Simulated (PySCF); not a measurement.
## Trend along the chalcogens: MF anions

PBE with double-zeta basis sets in PySCF, for the lowest determinant that a PBE0 search found; no spin–orbit coupling. De refers to high-spin ground-configuration atoms (the charge goes to the atom of lower measured ionisation energy or higher electron affinity, which is not always the lowest computed limit). A positive dipole points towards F; it is taken about the centre of mass and depends on that origin.

```
 M                        basis  charged atom  state (unpaired electrons)  Re (Å)  ωe (cm⁻¹)  De (eV)  μ (D)
 O                  aug-cc-pVDZ            F−      singlet (closed shell)   1.527        769     1.58   1.87
 S  aug-cc-pV(D+d)Z/aug-cc-pVDZ            F−      singlet (closed shell)   1.768        617     2.64   1.22
Se   aug-cc-pVDZ-PP/aug-cc-pVDZ            F−      singlet (closed shell)   1.902        516     2.51  -0.80
Te   aug-cc-pVDZ-PP/aug-cc-pVDZ            F−      singlet (closed shell)   2.060        474     2.57  -1.62
```

The shortest bond is that of OF⁻ (1.527 Å), the longest that of TeF⁻ (2.060 Å).

Relativity is treated differently too: O no relativity; S no relativity; Se scalar-relativistic core potentials; Te scalar-relativistic core potentials.

Down a group bonds as a rule get longer and wavenumbers fall, partly through the reduced mass; this series shows no clear exception.

These are scalar-relativistic numbers at best; spin–orbit coupling would shift them, the dissociation energy most. For an ion De counts to the pair picked by the measured ionisation energies or electron affinities, which need not be the lowest pair at this level. The highest Kohn–Sham level is positive in some of these anions. Much of that is self-interaction error, but it also means that the finite basis helps to hold the extra electron.
